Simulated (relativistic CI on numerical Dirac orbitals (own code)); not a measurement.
**d1 to d9 in one octahedral field**

Computed with a parametric ligand-field model without spin-orbit coupling, by exact diagonalisation: B = 400, C = 1580, 10Dq = 22400 cm⁻¹ (Oh; |10Dq|/B = 56.0) for every shell. Energies in cm⁻¹; the field energy is (0.6 n_e − 0.4 n_t2) × 10Dq of the ground term; g labels are left out. So small a B with so large a field is typical of 4d and 5d ions, where spin-orbit coupling, left out here, reaches 1,000 to 4,000 cm⁻¹.

```csv
Shell,Ground term,Electrons in e,Field energy,First spin-allowed bands,Lowest term of other spin
d1,2T2,0.000,-8960,2E 22400,
d2,3T1,0.008,-17734,"3T2 21420, 3T1 26439",1T2 5693
d3,4A2,0.000,-26880,"4T2 22400, 4T1 26898",2E 7921
d4,3T1,0.013,-35556,"3E 20831, 3T1 21215",1T2 4886
d5,2T2,0.024,-44251,"2A2 20228, 2T1 20374",4T1 14667
d6,1A1,0.018,-53351,"1T1 21216, 1T2 26981",3T1 17876
d7,2E,1.012,-40051,"2T1 21125, 2T2 21516",4T1 14598
d8,3A2,2.000,-26880,"3T2 22400, 3T1 26898",1E 6318
d9,2E,3.000,-13440,2T2 22400,
```

Low spin: d4, d5, d6, d7; the other shells keep the spin of the free ion. Only d4 to d7 can choose; the field needed to pair spins is smallest for d6 and largest for d5, which loses most exchange energy. In the strong-field picture 10Dq must exceed about 6B + 5C = 10300 (d4), 7.5B + 5C = 10900 (d5), 2.5B + 4C = 7320 (d6) and 4B + 4C = 7920 (d7); mixing of terms shifts these bounds somewhat.
